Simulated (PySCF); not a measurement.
# Computed records: B₂ClGeH₃, CH₆BGeN, CH₆BGe, BGeH₄O and others

Calculation on a computer-drawn molecule: optimised geometry and harmonic frequencies of an isolated molecule of the commonest isotopes, restricted reference for singlets and unrestricted otherwise, frozen core in MP2; on germanium a core potential holds 10 electrons, which the energies leave out, and 3d is frozen in MP2 and coupled-cluster steps. Program: PySCF 2.14.0.

(1) B₂ClGeH₃

Start structure:
```xyz
7
B2ClGeH3
B      0.5731     3.8007     2.2783
Ge     2.4406     3.0595     2.2820
B      1.4860     1.4384     1.6142
Cl     1.4656     1.3564    -0.0892
H      0.1569     4.3718     1.3195
H     -0.0200     3.8648     3.2377
H      1.0374     0.4209     2.2072
```

Here we set charge 0, multiplicity 1, method HF, basis cc-pV(D+d)Z and basis and core potential on germanium cc-pVDZ-PP ECP10MDF.

The calculation gives: rotational constants 7.787, 1.621, 1.456 GHz; total energy -803.9727 hartree; convergence status largest gradient component 1.414e-05 hartree/bohr.

Drawn bonds:
```csv
atom,other atom,order
1,2,1
2,3,1
3,4,1
1,5,1
1,6,1
3,7,1
```

Optimised structure:
```xyz
7
B2ClGeH3
B      0.5285     3.9923     2.3442
Ge     2.3460     3.0317     2.2927
B      1.5531     1.2754     1.5158
Cl     1.5176     1.0264    -0.2413
H      0.1644     4.6588     1.4144
H     -0.1507     3.9676     3.3345
H      1.1806     0.3603     2.1893
```

Modes:
```csv
frequency (cm⁻¹),reduced mass (dalton)
81.55,3.767
128.2,8.531
162.5,2.569
371.8,1.178
467.3,1.619
508.8,2.2
542.9,4.35
739.5,1.379
830.7,4.599
927.8,1.362
1074,1.313
1217,1.15
2663,1.051
2738,1.092
2751,1.124
```

(2) CH₆BGeN

Start structure:
```xyz
10
CH6BGeN
B     -2.3513     0.5870     0.5158
Ge    -1.6047     0.0074     2.3935
N     -0.1577     1.0851     2.2830
C      0.3082     1.9935     1.2007
H     -3.0886     1.5330     0.4525
H     -2.1502     0.1047    -0.4550
H      0.4914     1.1267     3.0995
H      1.2255     1.7054     0.7630
H      0.3362     3.0540     1.5484
H     -0.4889     1.8921     0.3844
```

Settings of this run: charge 0, multiplicity 1, method HF, basis cc-pVDZ and basis and core potential on germanium cc-pVDZ-PP ECP10MDF.

It finds rotational constants 7.276, 3.483, 2.439 GHz; total energy -413.8293 hartree; convergence status largest gradient component 3.848e-05 hartree/bohr.

Drawn bonds:
```csv
atom,other atom,order
1,2,1
2,3,1
3,4,1
1,5,1
1,6,1
3,7,1
4,8,1
4,9,1
4,10,1
```

Optimised structure:
```xyz
10
CH6BGeN
B     -2.5028     0.5536     0.4954
Ge    -1.5967     0.0763     2.3612
N     -0.1205     1.1311     2.2537
C      0.3726     2.0449     1.2426
H     -3.3269     1.4265     0.3958
H     -2.3060    -0.1083    -0.4915
H      0.4952     1.0809     3.0446
H      1.3424     1.7287     0.8450
H      0.4865     3.0609     1.6342
H     -0.3240     2.0944     0.4049
```

Modes:
```csv
frequency (cm⁻¹),reduced mass (dalton)
92.78,1.064
138.1,2.838
177.1,2.71
226.2,1.03
339.5,3.672
488.3,1.205
501.9,4.453
648.1,4.408
667.9,1.136
910.5,1.416
1175,1.308
1209,3.381
1219,1.294
1239,1.159
1542,1.331
1568,1.172
1581,1.043
1616,1.044
2641,1.054
2715,1.122
3152,1.036
3205,1.105
3250,1.101
3788,1.076
```

(3) CH₆BGe

Start structure:
```xyz
9
CH6BGe
B      0.4804     0.0808     0.7489
C      0.7733     0.9791    -0.4039
Ge    -0.1108     1.3092    -2.1241
H     -0.4925    -0.7239     0.4296
H      0.3273     0.6311     1.8435
H      1.5553    -0.5607     0.6863
H      1.3980     1.8265    -0.2554
H     -0.2545    -0.1470    -2.7049
H      1.0570     1.6805    -3.1366
```

Here we set charge -1, multiplicity 1, method HF, basis aug-cc-pVDZ and basis and core potential on germanium aug-cc-pVDZ-PP ECP10MDF.

Results for CH₆BGe: rotational constants 33.79, 3.575, 3.32 GHz; total energy -359.3470 hartree; convergence status largest gradient component 2.966e-05 hartree/bohr.

Drawn bonds:
```csv
atom,other atom,order
1,2,1
2,3,2
1,4,1
1,5,1
1,6,1
2,7,1
3,8,1
3,9,1
```

Optimised structure:
```xyz
9
CH6BGe
B      0.5086     0.0024     0.7540
C      0.9035     1.0020    -0.4826
Ge     0.3262     0.9923    -2.1712
H     -0.3107    -0.8607     0.4010
H      0.0327     0.6868     1.6813
H      1.5489    -0.5438     1.1712
H      1.6192     1.8022    -0.2887
H     -0.6782    -0.0052    -2.7437
H      0.7834     1.9996    -3.2380
```

Modes:
```csv
frequency (cm⁻¹),reduced mass (dalton)
126.2,1.253
208.5,1.097
218,2.442
395.4,1.147
544.5,1.308
665.5,2.115
826,1.084
896.1,1.343
936.2,1.412
938.4,1.328
987.3,1.921
1209,1.178
1224,1.174
1230,1.063
1267,1.459
2158,1.022
2219,1.018
2259,1.1
2289,1.088
2329,1.043
3235,1.085
```

(4) BGeH₄O

Start structure:
```xyz
7
BGeH4O
B     -0.6870     0.3968     1.0995
Ge     0.9806     0.1775    -0.2233
O      2.0700     1.2144    -0.7748
H     -0.5860     1.5144     1.4478
H     -1.7088     0.0948     0.5055
H     -0.5316    -0.4551     1.9957
H      1.2099    -1.5111    -1.0817
```

Here we set charge -1, multiplicity 1, method HF, basis aug-cc-pVDZ and basis and core potential on germanium aug-cc-pVDZ-PP ECP10MDF.

It finds rotational constants 28.88, 5.155, 4.536 GHz; total energy -395.2531 hartree; convergence status largest gradient component 1.467e-05 hartree/bohr.

Drawn bonds:
```csv
atom,other atom,order
1,2,1
2,3,2
1,4,1
1,5,1
1,6,1
2,7,1
```

Optimised structure:
```xyz
7
BGeH4O
B     -0.6560     0.3703     1.0859
Ge     0.9457     0.1514    -0.2556
O      2.1463     1.1205    -0.8569
H     -0.6888     1.5060     1.5317
H     -1.6441     0.0785     0.4120
H     -0.4422    -0.4881     1.9419
H      1.0862    -1.3069    -0.8902
```

Modes:
```csv
frequency (cm⁻¹),reduced mass (dalton)
102.2,1.262
194.9,3.843
358.9,1.091
445.2,4.025
690.9,1.271
712.3,1.284
877.9,1.117
963.4,13.18
1119,1.208
1225,1.062
1232,1.065
1897,1.021
2409,1.039
2417,1.106
2495,1.097
```

(5) BGeH₄O

Start structure:
```xyz
7
BGeH4O
B     -0.6560     0.3703     1.0859
Ge     0.9457     0.1514    -0.2556
O      2.1463     1.1205    -0.8569
H     -0.6888     1.5060     1.5317
H     -1.6441     0.0785     0.4120
H     -0.4422    -0.4881     1.9419
H      1.0862    -1.3069    -0.8902
```

It was run with charge -1, multiplicity 1, method MP2, basis aug-cc-pVDZ and basis and core potential on germanium aug-cc-pVDZ-PP ECP10MDF.

The calculation gives: rotational constants 28.11, 5.079, 4.458 GHz; total energy -395.6915 hartree; convergence status largest gradient component 4.197e-05 hartree/bohr.

Drawn bonds:
```csv
atom,other atom,order
1,2,1
2,3,2
1,4,1
1,5,1
1,6,1
2,7,1
```

Optimised structure:
```xyz
7
BGeH4O
B     -0.6568     0.3741     1.0878
Ge     0.9260     0.1450    -0.2425
O      2.1743     1.1441    -0.8679
H     -0.6943     1.5099     1.5357
H     -1.6368     0.0713     0.4048
H     -0.4338    -0.4928     1.9347
H      1.0686    -1.3200    -0.8838
```

Modes:
```csv
frequency (cm⁻¹),reduced mass (dalton)
107.8,1.27
179.5,3.837
328,1.083
469.8,3.567
629.1,1.283
654.8,1.274
809.8,1.303
851.4,5.029
1028,1.232
1157,1.059
1161,1.062
1838,1.021
2397,1.032
2436,1.107
2507,1.106
```

(6) B₂ClGeH₄

Start structure:
```xyz
8
B2ClGeH4
B     -0.8553    -1.6946    -3.9579
B     -0.6301    -0.6262    -2.8690
Ge     0.6716    -1.6820    -1.5687
Cl    -0.4862    -2.5382    -0.1116
H     -0.8526    -2.5825    -4.6408
H     -0.9491     0.4087    -2.4747
H      1.6276    -0.6799    -0.8664
H      1.5952    -2.7685    -2.0932
```

Here we set charge 0, multiplicity 2, method HF, basis cc-pV(D+d)Z and basis and core potential on germanium cc-pVDZ-PP ECP10MDF.

It finds rotational constants 6.947, 1.978, 1.668 GHz; total energy -804.5410 hartree; spin squared 0.7572; convergence status largest gradient component 1.001e-05 hartree/bohr.

Drawn bonds:
```csv
atom,other atom,order
1,2,1
2,3,1
3,4,1
1,5,1
2,6,1
3,7,1
3,8,1
```

Optimised structure:
```xyz
8
B2ClGeH4
B     -0.8116    -1.6202    -4.1926
B     -0.6129    -0.9051    -2.7969
Ge     0.7646    -1.6748    -1.4390
Cl    -0.3585    -2.2370     0.3642
H     -0.9277    -2.1930    -5.2194
H     -1.2186     0.0735    -2.4688
H      1.7982    -0.6505    -0.9697
H      1.4877    -2.9560    -1.8601
```

Modes:
```csv
frequency (cm⁻¹),reduced mass (dalton)
42.61,3.614
129.8,3.083
173.8,3.165
405.2,31.72
459,1.156
516.4,1.236
525,4.026
634.3,1.442
686.9,1.084
780.5,1.186
833.2,1.1
946.7,1.234
965.9,1.114
1161,5.715
2226,1.024
2238,1.016
2733,1.092
2890,1.11
```
